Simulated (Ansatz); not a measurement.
`O[SiH2][SnH2][SiH3]` at its PBE0-D4/def2-TZVP geometry, where that method's forces vanish. Charge 0, multiplicity 1. Sn: def2 effective core potential.

```xyz
12

O    -1.4806   -1.2056    1.8710
Si    0.1413   -1.2273    1.5501
Sn    0.6527   -0.4136   -0.8387
Si   -0.1103    2.0037   -1.2163
H    -2.0473   -1.7550    1.3279
H     0.7140   -2.5910    1.7453
H     0.7512   -0.3102    2.5441
H    -0.1479   -1.4269   -1.9670
H     2.3283   -0.5444   -1.1632
H     0.5654    2.9044   -0.2448
H    -1.5801    2.1055   -1.0142
H     0.2133    2.4604   -2.5942
```

Question: What forces (eV/Å) does ωB97M-V/def2-TZVPP give on these atoms in Ansatz 0.2.0? (Estimate.)

Answer: The calculation gave: 
```
O1  -0.098 -0.034 -0.035
Si2  0.274 -0.014  0.028
Sn3 -0.011 -0.001  0.005
Si4 -0.018  0.062 -0.010
H5  -0.002  0.028  0.030
H6  -0.068  0.165 -0.027
H7  -0.071 -0.106 -0.120
H8   0.049  0.064  0.073
H9  -0.109  0.008  0.025
H10 -0.079 -0.103 -0.112
H11  0.170 -0.011 -0.023
H12 -0.037 -0.059  0.164
```
